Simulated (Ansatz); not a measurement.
```yaml
crystal:
  periodic: [false, false, false]
  atoms:
    - {symbol: O, position_ang: [-0.968384, 0.158993, 0.731223]}
    - {symbol: Mo, position_ang: [-0.182441, 0.076749, -0.131139]}
    - {symbol: O, position_ang: [0.782993, -0.343243, 0.271178]}
    - {symbol: F, position_ang: [-0.606814, -0.642828, -1.089798]}
    - {symbol: S, position_ang: [0.028483, 1.449584, -0.568479]}
    - {symbol: H, position_ang: [0.837152, -0.599692, 0.871349]}
basis:
  gaussian: {orbitals: def2-TZVPD}
hamiltonian: {xc: {name: CAM-B3LYP}}
scf: {lower_state_search: off}
```

```sh
$ ansatz run in.yaml --threads 4 --pin off --events-out ev --progress --plain --max-ram 10444MiB
```

Shortened log:

```
Functional definition: CAM-B3LYP
1283 factors; their error is unknown
355 factors; integrals over basis functions are off by at most 3.0e-5 eV
mean field evaluation 1: about -19408.8266 eV, gradient 1.1e2 eV
mean field evaluation 2: about -19384.1944 eV, gradient 1.5e2 eV
mean field evaluation 4: about -19424.6894 eV, gradient 1.1e1 eV
mean field evaluation 8: about -19424.8854 eV, gradient 2.0e-1 eV
mean field evaluation 16: about -19424.9750 eV, gradient 1.3e-3 eV
mean field -19424.97497878 eV, -713.8546637491 hartree, gradient 5.8e-6 eV, S^2 0.000000; 0 other end points of the search recorded, 0 dependent functions left out
reference -19424.97509712 eV, -713.8546680981 hartree; 28, 28 occupied and 187, 187 virtual orbitals, 1283 factors
Total energy: -19424.97509712 eV, -713.8546680981 hartree
Checks for a lower state left out: stability, starts, cluster_reference, orbital_swaps, neighbouring_geometries, increment
```

Question: Something in this input is off. What?

Answer: The geometry is squeezed to about two thirds of its size. Self-consistency was reached. The result belongs to that input, not to the molecule as meant.
